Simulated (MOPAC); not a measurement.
Job for MOPAC: PM6 on HMnO (SMILES [OH][Mn]), 2S+1 = 5, a spin state set in the input, which need not be the lowest.

```
PM6 1SCF PRECISE CHARGE=0 UHF MS=2 THREADS=1
HMnO

Mn    -0.95991211 1    -0.63910931 1    -0.81275572 1
O      0.40588168 1    -0.12300289 1     0.26590209 1
H      0.52086171 1     0.80948380 1     0.47653400 1
```

It printed:

```
*******************************************************************************
 **                                                                           **
 **                              MOPAC v23.2.5                                **
 **                                                                           **
 *******************************************************************************
 ** MOPAC's Digital Object Identifier: https://doi.org/10.5281/zenodo.6511958 **
 **                                                                           **
 ** Please cite the open-source release paper for use of this MOPAC version:  **
 ** J. E. Moussa and J. J. P. Stewart (2026)                                  **
 ** MOPAC: An open-source semiempirical molecular orbital program             **
 ** J. Open Source Softw., 11(119), 8025, https://doi.org/10.21105/joss.08025 **
 *******************************************************************************

                              PM6 CALCULATION RESULTS

 *******************************************************************************
 *  PM6        - The PM6 Hamiltonian to be used
 *  UHF        - UNRESTRICTED HARTREE-FOCK CALCULATION
 *
 *
 *
 *                 CHARGE ON SYSTEM = 0
 *
 *
 *
 *  MS=        - IN MECI, MAGNETIC COMPONENT OF SPIN =  2.0
 *  PRECISE    - TIGHTER CRITERIA TO BE USED
 *  1SCF       - DO 1 SCF AND THEN STOP
 *  THREADS=1  - MULTI-THREADING NOT USED
 *  T=         - A TIME OF 172800.0 SECONDS REQUESTED
 *  DUMP=N     - RESTART FILE WRITTEN EVERY 7200.0 SECONDS REQUESTED
 *******************************************************************************
PM6 1SCF PRECISE CHARGE=0 UHF MS=2 THREADS=1
 HMnO

   ATOM   CHEMICAL          X               Y               Z
  NUMBER   SYMBOL      (ANGSTROMS)     (ANGSTROMS)     (ANGSTROMS)

     1      Mn         -0.95991211  *  -0.63910931  *  -0.81275572  *
     2       O          0.40588168  *  -0.12300289  *   0.26590209  *
     3       H          0.52086171  *   0.80948380  *   0.47653400  *



          CARTESIAN COORDINATES

    NO.       ATOM           X           Y           Z

     1        Mn         -0.9599     -0.6391     -0.8128
     2         O          0.4059     -0.1230      0.2659
     3         H          0.5209      0.8095      0.4765

 General Reference for PM6:
 "Optimization of Parameters for Semiempirical Methods V: Modification of NDDO Approximations
 and Application to 70 Elements", J. J. P. Stewart, J. Mol. Mod., 13, 1173-1213 (2007)
 URL: https://link.springer.com/article/10.1007/s00894-007-0233-4

           Empirical Formula: H O Mn  =     3 atoms



      MOLECULAR POINT GROUP   :   Cs


          UHF CALCULATION, NO. OF ALPHA ELECTRONS =    9
                           NO. OF BETA  ELECTRONS =    5

 -------------------------------------------------------------------------------
 PM6 1SCF PRECISE CHARGE=0 UHF MS=2 THREADS=1
 HMnO



     1SCF WAS SPECIFIED, SO BFGS WAS NOT USED
     SCF FIELD WAS ACHIEVED


                              PM6 CALCULATION
                                                       MOPAC v23.2.5 Linux




          FINAL HEAT OF FORMATION =         18.26363 KCAL/MOL =      76.41503 KJ/MOL


          COSMO AREA              =         85.73 SQUARE ANGSTROMS
          COSMO VOLUME            =         72.04 CUBIC ANGSTROMS

          IONIZATION POTENTIAL    =          6.854346 EV
          ALPHA SOMO LUMO (EV)    =         -7.422  0.479
          BETA  SOMO LUMO (EV)    =         -6.854  0.435
          NO. OF ALPHA ELECTRONS  =          9
          NO. OF BETA  ELECTRONS  =          5
          MOLECULAR WEIGHT        =         71.9453         POINT GROUP:  Cs

          MOLECULAR DIMENSIONS (Angstroms)

            Atom       Atom       Distance
            H     3   Mn     1     2.43996
            O     2    H     3     0.62237
            O     2   Mn     1     0.00000


          SCF CALCULATIONS        =          1





   ATOM   CHEMICAL          X               Y               Z
  NUMBER   SYMBOL      (ANGSTROMS)     (ANGSTROMS)     (ANGSTROMS)

     1      Mn         -0.95991211  *  -0.63910931  *  -0.81275572  *
     2       O          0.40588168  *  -0.12300289  *   0.26590209  *
     3       H          0.52086171  *   0.80948380  *   0.47653400  *

                             CARTESIAN COORDINATES

   1   Mn       -0.959912110    -0.639109310    -0.812755720
   2    O        0.405881680    -0.123002890     0.265902090
   3    H        0.520861710     0.809483800     0.476534000


           Empirical Formula: H O Mn  =     3 atoms



      MOLECULAR POINT GROUP   :   Cs


          ALPHA EIGENVALUES
 -26.98025 -15.61614 -11.59518 -10.66033  -8.40377  -7.74541  -7.61881  -7.42718
  -7.42235   0.47935   5.70123   6.05864   6.66539   8.80889


           BETA EIGENVALUES
 -26.92479 -15.53100 -11.56145 -10.28660  -6.85435   0.43494   0.48475   0.70124
   0.72294   1.31047   6.46646   9.82525  10.25196  11.13784


              NET ATOMIC CHARGES AND DIPOLE CONTRIBUTIONS

  ATOM NO.   TYPE          CHARGE      No. of ELECS.   s-Pop       p-Pop       d-Pop
    1         Mn           0.322216        6.6778     1.32217     0.20976     5.14586
    2          O          -0.623286        6.6233     1.77768     4.84560
    3          H           0.301070        0.6989     0.69893
 DIPOLE           X         Y         Z       TOTAL
 POINT-CHG.    -1.948     0.550    -1.365     2.441
 HYBRID        -0.394    -0.069    -0.301     0.501
 SUM           -2.342     0.481    -1.665     2.914


          ATOMIC ORBITAL ELECTRON POPULATIONS

     Atom    s        px        py        pz      x^2-y^2     xz        z^2       yz        xy
    1 Mn   1.32217   0.09440   0.03767   0.07768   1.12729   1.07188   1.03116   0.96354   0.95199
    2  O   1.77768   1.67994   1.39988   1.76578
    3  H   0.69893


                    (SZ)    =    2.000000
                    (S**2)  =    6.009697


          ATOMIC ORBITAL SPIN POPULATIONS

    Atom   Total    s     px     py     pz   x^2-y^2  xz     z^2    yz     xy
         Atomic
    1 Mn  3.9986 -0.002  0.022  0.012  0.023  0.767  0.474  0.953  0.906  0.845
    2  O -0.0085 -0.005 -0.010 -0.004  0.011
    3  H  0.0099  0.010

 **********************
 *                    *
 * JOB ENDED NORMALLY *
 *                    *
 **********************




 == MOPAC DONE ==
```

The run finished.

Cost: about 0.05 core-seconds (a rough figure).
